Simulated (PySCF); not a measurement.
Run record: geometry optimisation, `C/C=N\[NH][SnH3]`.

Computed with PBE0-D3(BJ)/def2-SVP geometry optimisation, gas phase, def2 core potentials past Kr (PySCF 2.14.0). Start geometry: GFN2-xTB. A driver script takes a list of jobs; this job's settings line and coordinates (Å) are shown.

Input:
```
{"job": {"xc": "PBE0", "basis": "def2-SVP", "d3": "d3bj", "grid": 1, "maxiter": 30, "shake": 0.01, "kind": "geom"}, "charge": 0, "multiplicity": 1}
C     -2.206160     0.024530    -0.362010
C     -1.168150    -1.002140    -0.532470
N      0.060830    -0.861580    -0.344320
N      0.640880     0.316770     0.049490
Sn     2.563300     0.345500     0.460460
H     -2.030580     0.911170    -1.015970
H     -3.189860    -0.359150    -0.621770
H     -2.243420     0.413560     0.660280
H     -1.462430    -1.979300    -0.830610
H     -0.048580     1.067660     0.235230
H      2.871210     1.911270     0.943950
H      3.367650    -0.076600    -0.905020
H      2.851140    -0.728580     1.668680
```

Output:
```
step   0  E = -404.39151039  max force = 0.071323
step   1  E = -404.39822830  max force = 0.034819
step   2  E = -404.40140411  max force = 0.004881
step   3  E = -404.40169450  max force = 0.004042
step   4  E = -404.40211350  max force = 0.002255
step   5  E = -404.40196626  max force = 0.005079
step   6  E = -404.40219818  max force = 0.001227
step   7  E = -404.40221431  max force = 0.001809
step   8  E = -404.40225937  max force = 0.000886
step   9  E = -404.40229275  max force = 0.000562
step  10  E = -404.40230285  max force = 0.000297
optimisation converged
```

Energies in Eh; «max force» is the largest Cartesian gradient component in Eh/bohr.

Problem. At which steps does the energy rise by more than 1e-5 Eh?

Solution. At step 5 (+0.15 mEh).

Problem. Give the first gradient maximum in eV/Å.

Solution. With 1 Eh/bohr = 51.422 eV/Å, 3.668 eV/Å.

In short: final energy -404.40230 Eh after 10 steps; dipole 1.78 D.

Problem. Where do the atoms end?

Solution. 0.064 Å rms from the input after alignment:
```
atom  x, y, z in Å
C1    -2.2137    0.0125   -0.2757
C2    -1.1728   -1.0377   -0.5103
N3     0.0903   -0.8640   -0.3809
N4     0.5753    0.3294   -0.0134
Sn5    2.5833    0.3903    0.3787
H6    -2.0621    0.8893   -0.9319
H7    -3.2218   -0.3771   -0.4678
H8    -2.1939    0.3844    0.7659
H9    -1.4787   -2.0421   -0.8222
H10   -0.0846    1.0632    0.2492
H11    2.8915    2.0304    0.7693
H12    3.3941   -0.1040   -1.0404
H13    2.9364   -0.6485    1.6939
```

Time: 49 s; peak memory 0.52 GiB. Hardware: an AMD EPYC 9R14 with one thread, on a shared host.
Labels such as C1 count atoms from 1, the log's own numbers from 0.
